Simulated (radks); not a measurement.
The numbers below are computed, except where a source is named.
Q: These are the eigenvalues of the occupied orbitals of an atom or ion with whole-number occupations (eV). Level of theory: scalar-relativistic Kohn-Sham, PBE, spin-polarised, spherical densities, finite nucleus; Fermi nuclear charge, rms radius of each element as measured or else 0.836 A^(1/3) + 0.57 fm (a radial shooting solver on a logarithmic mesh with Libxc functionals).

1s down: -78413.98
1s up: -78413.98
2s up: -13790.58
2s down: -13790.44
2p up: -11957.66
2p down: -11957.55
3s up: -3252.612
3s down: -3252.563
3p up: -2718.545
3p down: -2718.489
3d up: -2138.378
3d down: -2138.280
4s up: -712.5421
4s down: -712.4105
4p up: -537.3191
4p down: -537.1975
4d up: -324.2205
4d down: -324.0798
5s up: -119.4468
5s down: -118.4818
4f up: -87.4874
4f down: -87.2740
5p up: -73.7115
5p down: -72.5016
5d up: -22.8223
5d down: -21.4514
5f up: -2.6201

Which element is it, and in what charge state? The configuration may be excited. Open shells, if any, are filled with parallel spins first.

A: Z = 78, platinum, charge +1: Pt+ in [Xe] 4f14 5d8 5f1. The list shows which subshells hold electrons but not how many an open one holds; the 1s level, -2881.7 hartree, gives Z - s = 75.9 by -(Z - s)^2/2, which with screening and relativity narrows Z to a few neighbours, and the depths of the outer levels then fix element, charge and occupations together.
